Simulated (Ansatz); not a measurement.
The cluster TaGe₁₂. Charge 0, multiplicity 2. Geometry PBE-D4/def2-SVP.

```xyz
13

Ta   -0.702   -0.094   -0.713
Ge    0.789    1.537    0.833
Ge   -3.275    0.616   -0.316
Ge   -2.466   -1.900   -0.150
Ge    4.532    1.498    2.212
Ge    2.273    0.440    2.575
Ge    1.702   -0.666   -0.260
Ge    6.253    0.574    0.664
Ge   -1.643    1.714    1.204
Ge   -5.026   -0.319   -1.834
Ge    3.982   -0.188    0.390
Ge   -2.459   -0.533   -2.624
Ge   -3.958   -2.679   -1.983
```

In the def2 sets Ta takes a core potential; there is no spin–orbit coupling. Single mean-field runs in def2-SVP, def2-TZVP are fitted with def2-universal-jkfit. Another isomer (doublet) lies 2.49 eV lower at PBE0-D4/def2-TZVP; other spin states weren't run for this one.

**Question.** Estimate the α-spin orbital energies around the gap (eV) in Ansatz with LDA (SPW92)/def2-TZVP, PBE-D4/def2-SVP, PBE-D4/def2-TZVP, PBE0-D4/def2-SVP, PBE0-D4/def2-TZVP.

**Answer.** 
```
orbital  LDA (SPW92)/def2-TZVP  PBE-D4/def2-SVP  PBE-D4/def2-TZVP  PBE0-D4/def2-SVP  PBE0-D4/def2-TZVP
HOMO−13                  -7.30            -7.19             -7.11             -8.16              -8.05
HOMO−12                  -7.07            -6.95             -6.89             -7.93              -7.84
HOMO−11                  -6.92            -6.79             -6.73             -7.74              -7.66
HOMO−10                  -6.73            -6.60             -6.53             -7.54              -7.44
 HOMO−9                  -6.55            -6.42             -6.36             -7.33              -7.24
 HOMO−8                  -6.38            -6.25             -6.19             -7.12              -7.04
 HOMO−7                  -6.22            -6.08             -6.03             -6.93              -6.86
 HOMO−6                  -6.05            -5.91             -5.86             -6.72              -6.65
 HOMO−5                  -5.78            -5.67             -5.60             -6.55              -6.47
 HOMO−4                  -5.71            -5.57             -5.52             -6.37              -6.29
 HOMO−3                  -5.64            -5.50             -5.46             -6.26              -6.19
 HOMO−2                  -5.50            -5.34             -5.31             -6.11              -6.06
 HOMO−1                  -5.31            -5.19             -5.13             -5.91              -5.84
   HOMO                  -4.65            -4.54             -4.49             -5.19              -5.12
   LUMO                  -4.19            -4.03             -3.98             -3.61              -3.52
 LUMO+1                  -3.99            -3.84             -3.79             -3.36              -3.28
 LUMO+2                  -3.87            -3.71             -3.66             -3.25              -3.17
 LUMO+3                  -3.54            -3.37             -3.33             -2.90              -2.83
 LUMO+4                  -3.48            -3.31             -3.26             -2.72              -2.64
 LUMO+5                  -3.34            -3.18             -3.14             -2.67              -2.60
 β HOMO                  -5.21            -5.06             -5.00             -5.68              -5.60
 β LUMO                  -4.49            -4.29             -4.23             -3.90              -3.82
```
